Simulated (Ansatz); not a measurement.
A run of Ansatz (development build ahead of 0.2.0) on doublet BeH at this shape:

```yaml
atoms:
  - { symbol: Be, position_ang: [0.0000, 0.0000, 0.7387] }
  - { symbol: H, position_ang: [0.0000, 0.0000, -0.7387] }
```

Its results:

* Converged: yes
* Reference energy: -14.92526 hartree
* CCSD correlation energy: -0.02549 hartree
* Triples correction: -0.00033 hartree
* Total energy: -14.95108 hartree
* Spin squared of the determinant: 0.753

Problem. Which input gives this output? Name the method, the orbitals and the basis set, and write the input.

Solution. UHF-CCSD(T) in STO-3G.

```yaml
crystal:
  periodic: [false, false, false]
  atoms:
    - { symbol: Be, position_ang: [0.0, 0.0, 0.73865] }
    - { symbol: H, position_ang: [0.0, 0.0, -0.73865] }
basis:
  gaussian: { orbitals: STO-3G }
magnetization:
  spin_polarized: true
  initial_magnetization: 1
hamiltonian:
  xc: hf
correlation:
  method: ccsd_t
  frozen_orbitals: { Be: 0, H: 0 }
```
